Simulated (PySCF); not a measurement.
## Bond energies at HF/def2-SVP beside a composite method

PySCF, lowest determinants of a PBE0 search. The composite is CCSD(T) extrapolated to the basis-set limit from two correlation-consistent sets, with core-valence (CV) and scalar-relativistic (SR) terms as its label shows; it has no spin–orbit coupling and nothing beyond (T).

| species | state (unpaired electrons) | De HF (eV) | De composite (eV) | composite | dissociates to |
| --- | --- | --- | --- | --- | --- |
| IBr | singlet (closed shell) | 0.56 | 2.17 | CCSD(T)/CBS(TQ) | I + Br |
| CH | doublet (π ↑) | 2.44 | 3.65 | CCSD(T)/CBS(TQ)+CV+SR | H + C |
| N2 | singlet (closed shell) | 4.93 | 9.89 | CCSD(T)/CBS(TQ)+CV+SR | N + N |
| BS | doublet (σ ↑) | 4.29 | 5.84 | CCSD(T)/CBS(TQ)+CV+SR | B + S |
| CaH | doublet (σ ↑) | 1.37 | 1.77 | CCSD(T)/CBS(DT) | Ca + H |
| ZnO | triplet (σ ↑, π ↑) | 0.25 | 1.24 | CCSD(T)/CBS(DT) | Zn + O |
| CaBr | doublet (σ ↑) | 3.27 | 3.60 | CCSD(T)/CBS(DT) | Ca + Br |
| SH⁺ | triplet (π ↑↑) | 2.61 | 3.73 | CCSD(T)/CBS(TQ)+CV+SR | H + S⁺ |

Question: Does HF bind more or less than the composite, by how much on average, and where is the difference largest?

Answer: HF/def2-SVP binds less on average, method and basis taken together: the mean signed difference is -1.52 eV and the mean absolute one 1.52 eV; it is largest for N2 (-4.96 eV).

The molecules are drawn from runs that passed checks on state, spin purity and fit, so the hardest cases are missing and the errors look smaller than over all diatomics.

Correlated steps freeze the inner cores (1 to 19 orbitals); shallow outer-core shells are correlated. UHF and ROHF references stand side by side, which adds small steps between rows. These are scalar-relativistic numbers at best; spin–orbit coupling would shift them, the dissociation energy most. For an ion De counts to the pair picked by the measured ionisation energies or electron affinities, which need not be the lowest pair at this level. Where the molecule has an RHF reference, its open-shell atoms are computed with UHF. States were picked by a PBE0 search and need not be the measured ground states.
